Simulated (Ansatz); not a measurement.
Ansatz (an electronic-structure program) input (X2C-CCSD(T)/cc-pVTZ-DK):

Ansatz 0.2 input:
```yaml
crystal:
  periodic: [false, false, false]
  atoms:
    - {symbol: O, position_ang: [-1.61668830, 0.89696804, 0.03358388]}
    - {symbol: S, position_ang: [-1.00744960, -0.44291150, 0.01744965]}
    - {symbol: S, position_ang: [1.00465473, -0.44908648, -0.02049389]}
    - {symbol: O, position_ang: [1.62227805, 0.88702792, -0.02749539]}
basis:
  gaussian:
    orbitals: cc-pVTZ-DK
magnetization: {spin_polarized: false}
correlation: {method: ccsd_t, electrons: outside_noble_gas}
```

End of the output:

```
cycle   2  -22.89782553 eV  change   -9.4e-1 eV  update   1.1e-1
cycle   3  -23.18399627 eV  change   -2.9e-1 eV  update   3.6e-2
cycle   4  -23.16611515 eV  change    1.8e-2 eV  update   1.3e-2
cycle   5  -23.15810566 eV  change    8.0e-3 eV  update   5.3e-3
cycle   6  -23.16147477 eV  change   -3.4e-3 eV  update   1.9e-3
cycle   7  -23.16070125 eV  change    7.7e-4 eV  update   7.4e-4
cycle   8  -23.16022992 eV  change    4.7e-4 eV  update   2.9e-4
cycle   9  -23.16039407 eV  change   -1.6e-4 eV  update   1.1e-4
cycle  10  -23.16048555 eV  change   -9.1e-5 eV  update   5.2e-5
cycle  11  -23.16039499 eV  change    9.1e-5 eV  update   1.9e-5
cycle  12  -23.16040935 eV  change   -1.4e-5 eV  update   1.0e-5
coupled cluster: 0.48 GiB planned
perturbative correction -1.47319450 eV, -0.0541388993 hartree
Total energy: -25794.26875543 eV, -947.9218927787 hartree
Relativity: scalar
```
